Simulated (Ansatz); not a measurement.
A search over several starts for the lowest SCF solution of In(OH)3 (InO3H3) at the given spin, in a small basis.

```yaml
crystal:
  periodic: [false, false, false]
  atoms:
    - {symbol: In, position_ang: [0.000380, -0.000009, 0.000047]}
    - {symbol: O, position_ang: [1.907310, 0.350217, 0.477804]}
    - {symbol: H, position_ang: [2.427174, -0.461789, 0.387712]}
    - {symbol: O, position_ang: [-1.338348, 1.479255, 0.083600]}
    - {symbol: H, position_ang: [-0.910549, 2.299134, 0.370842]}
    - {symbol: O, position_ang: [-0.568930, -1.829746, -0.561519]}
    - {symbol: H, position_ang: [-1.517025, -1.837052, -0.758496]}
basis:
  gaussian: {orbitals: def2-SVP, initial_orbitals: start.molden}
hamiltonian: {xc: pbe0, dispersion: d4}
output: {orbitals: {seedname: orbitals}}
```

The file start.molden holds the orbitals of an earlier run on this structure, at another level or in another basis.

```sh
$ ansatz run in.yaml --threads 2 --pin off --events-out ev --progress --plain --max-ram 4352MiB
```

It prints (some lines left out):

```
Functional definition: PBE0
882 factors; integrals over basis functions are off by at most 1.0e-3 eV
mean field evaluation 1: about -11352.7580 eV, gradient 3.4e0 eV
mean field evaluation 2: about -11352.7925 eV, gradient 5.2e-2 eV
mean field evaluation 4: about -11352.9281 eV, gradient 7.8e-4 eV
mean field evaluation 8: about -11339.1815 eV, gradient 8.6e1 eV
mean field evaluation 16: about -11352.9281 eV, gradient 1.2e-1 eV
mean field -11352.92813956 eV, -417.2124138378 hartree, gradient 3.1e-5 eV, S^2 0.000000; 1 other end points of the search recorded, 0 dependent functions left out
reference -11352.92817571 eV, -417.2124151662 hartree; 24, 24 occupied and 59, 59 virtual orbitals, 882 factors
Total energy: -11353.01600268 eV, -417.2156427480 hartree
```

Run time 1.4 s (2 threads of Arm Neoverse V2 on a shared host).

In the def2 sets In takes a core potential; there is no spin–orbit coupling.
